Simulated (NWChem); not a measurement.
System: CH4F2Si; SMILES FC(F)[SiH3]

Program: NWChem. Medium grid unless said otherwise, to which SCAN and Minnesota functionals are sensitive. Structure relaxed at the PBE0/def2-SVP level. Hybrids' shares of exact exchange are those that their runs print; pure functionals count as 0. The functionals differ in more than this share.

```csv
row,share of exact exchange,highest occupied level (eV)
PBE/def2-SVP,0.00,-6.89
PW91/def2-SVP,0.00,-6.95
TPSSh/def2-SVP,0.10,-7.72
B3LYP/def2-SVP,0.20,-8.28
M06/def2-SVP,0.27,withheld
BHandHLYP/def2-SVP,0.50,-10.12
M05-2X/def2-SVP,0.56,-10.10
```

**Question.** Fit a straight line of the last column on the one before it, predict the withheld value, and compare with the run.

**Answer.** 
1. Means of the 6 shown rows: x = 0.227, y = -8.343. Slope Σ(x − x̄)(y − ȳ)/Σ(x − x̄)² = -1.797/0.3053 = -5.886; intercept -7.009.
2. The shown rows scatter about the line by 0.136 (root mean square); the largest residual is +0.21, at M05-2X/def2-SVP.
3. At x = 0.27 (M06/def2-SVP; inside the shown range) the line gives -8.60.
4. The run gives -8.66, -0.06 from the line, 0.4 times the scatter.
